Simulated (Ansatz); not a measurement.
Abstraction of H: C2H6OS + GeH2Cl → C2H5OS + GeH3Cl

Species: C2H6OS (dimethyl sulfoxide) `CS(C)=O`, singlet; GeH2Cl `[Cl][GeH2]`, doublet; C2H5OS `[CH2]S(C)=O`, doublet; GeH3Cl (chlorogermane) `[Cl][GeH3]`, singlet. A radical takes H: the energy is the difference in strength between the C–H bond broken and the Ge–H bond made.

Shapes, held fixed at every level: PBE0-D4/def2-TZVP. Flexible molecules stand in one conformer, not always the lowest. Programs: Ansatz 0.2.0. The zero-point and thermal change to 298 K, harmonic and unscaled (PBE0-D4/def2-TZVP), is -11.7 kJ/mol.

```
                level                   kind  ΔH(298 K) (kJ/mol)  less CCSD(T)/def2-TZVPP
          HF/def2-SVP           Hartree–Fock               +56.9                    -11.6
  B3LYP-D4/def2-TZVPP          global hybrid               +70.8                     +2.3
  BHLYP-D4/def2-TZVPP          global hybrid               +66.8                     -1.7
r2SCAN0-D4/def2-TZVPP          global hybrid               +65.2                     -3.3
     CCSD(T)/def2-SVP  coupled cluster or CI               +77.0                     +8.5
      CCSD/def2-TZVPP  coupled cluster or CI               +67.1                     -1.4
   CCSD(T)/def2-TZVPP  coupled cluster or CI               +68.5                      0.0
```

The highest level, CCSD(T)/def2-TZVPP, gives ΔH(298 K) = +68.5 kJ/mol; the levels span +56.9 to +77.0. The column of differences is taken from that level and isn't an error. No measured value is set beside it here. Open shells run unrestricted. Relativity is left out for Ge. Outer-core shells of Ge are correlated, in sets that cover them unevenly.
